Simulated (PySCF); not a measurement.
```xyz
7
charge 0 multiplicity 4, angstrom
W     0.0000    0.0000    0.0000
O     1.9105   -0.0085    0.0000
O    -0.9479    1.6589    0.0000
O    -0.9627   -1.6503    0.0000
H     2.5566   -0.7120    0.0000
H    -0.6617    2.5700    0.0000
H    -1.8949   -1.8580    0.0000
```

Method: UPBE0 in PySCF with W def2-TZVP with ECP60, O def2-TZVP, H def2-TZVP; scalar-relativistic core potentials, no spin–orbit coupling; density-fitted integrals.

This geometry of W(OH)3 is a stationary point at this level.

Task: What is the point group?

Result: C3h.

Task: Is it a minimum?

Result: No: it has 3 imaginary modes, at 669i cm⁻¹ (a''), 609i cm⁻¹ (e'').

Task: List the harmonic modes with their infrared intensities.

Result: 
| symmetry | ω (cm⁻¹) | IR (km/mol, summed over degenerate members) |
| --- | --- | --- |
| a'' | 669i | – |
| e'' | 609i | – |
| a'' | 106 | 2.2 |
| e' | 153 | 29.5 |
| a' | 444 | 0.0 |
| e' | 481 | 574 |
| e' | 705 | 228 |
| a' | 707 | 0.0 |
| e' | 3968 | 605 |
| a' | 3973 | 0.0 |

Task: What are the dipole moment and the gap between the highest occupied and lowest empty levels of either spin?

Result: 0.00 D and 3.12 eV.

In C3h the vibrations span 2a'' + e'' + 4e' + 3a'. The a', e'' modes carry no infrared intensity, as symmetry demands.

This need not be the most stable arrangement of these atoms. Other spin states or occupations of the open shell can lie lower. At this level a quartet minimum of C3v symmetry lies 78 kJ/mol below this structure. Spin–orbit coupling, left out here, can matter for elements this heavy.
